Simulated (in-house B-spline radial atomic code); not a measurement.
A fraction x of an electron is removed from 3p in As²⁺, starting from [Ar] 3d10 4s2 4p1 and keeping the highest spin. Computed with a B-spline radial code for spherical atoms: non-relativistic TPSS, spin-polarised, spherical fractional occupations, point nucleus.

```
   x  E(x) - E(0) (eV)  3p down level (eV)
   0            0.0000            -154.387
0.08           12.4284            -156.325
0.22           34.5530            -159.748
0.37                 ?                   ?
0.42                 ?                   ?
 0.5           80.2539            -166.713
0.53           85.2666            -167.468
0.67          108.9599            -171.014
0.78          127.9258            -173.825
0.95          157.8482            -178.211
   1          166.7913            -179.511
```

Question: What belongs in the row x = 0.37?

Answer: An energy change of 58.7930 eV; 3p down at -163.460 eV.

Question: What belongs in the row x = 0.42?

Answer: An energy change of 66.9972 eV; 3p down at -164.707 eV.

Question: Check Janak's theorem between x = 0.08 and 0.22.

Answer: The slope of the energy is 158.03 eV; the orbital levels give 158.04 eV (-ε of the emptying orbital, averaged over the two points).
